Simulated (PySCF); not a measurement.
Delta-SCF ions had no search for a lower state. Excitations are Tamm–Dancoff values on a coarser integration grid. The basis has no diffuse functions, so Rydberg states are missing or too high.

## C6H16GeS2, SMILES `CS[CH2][Ge]([CH3])([CH3])[CH2]SC` (charge 0, multiplicity 1)

Method: PBE0-D3(BJ)/def2-SVP // B3LYP-D3(BJ)/def2-SVP run with PySCF 2.14.0.

The HOMO comes out as -6.12 eV, the dipole moment is 2.59 D and the LUMO is 1.03 eV. The HOMO–LUMO gap comes out as 7.15 eV and the S1 excitation (TDA) is 5.69 eV. The S1 oscillator strength is 0.000. The T1 excitation (TDA) is 5.13 eV, the S1–T1 gap (TDA) comes out as 0.57 eV and the vertical ionisation energy (Delta-SCF) is 7.76 eV. The total energy comes out as -3110.1811 Ha. The cost is very roughly 26 core-minutes.

```xyz
25

C     -4.1633     1.3764     0.8824
S     -3.0550     0.5810    -0.3227
C     -1.4866     0.6157     0.5960
Ge    -0.0500    -0.2078    -0.4965
C     -0.4952    -2.0806    -0.8644
C      0.1916     0.8201    -2.1476
C      1.6064    -0.1186     0.5915
S      2.9890    -0.8548    -0.3311
C      4.3400    -0.6430     0.8704
H     -3.8351     2.4035     1.1063
H     -5.1649     1.4136     0.4297
H     -4.2160     0.7962     1.8169
H     -1.5827     0.0568     1.5423
H     -1.2041     1.6548     0.8357
H     -1.4329    -2.1434    -1.4359
H     -0.6248    -2.6325     0.0791
H      0.3125    -2.5577    -1.4385
H      0.4402     1.8659    -1.9109
H     -0.7339     0.8083    -2.7417
H      1.0115     0.3940    -2.7442
H      1.4433    -0.6612     1.5382
H      1.8220     0.9365     0.8309
H      4.5094     0.4220     1.0939
H      5.2500    -1.0602     0.4152
H      4.1285    -1.1849     1.8054
```
Charge 0, spin multiplicity 1.
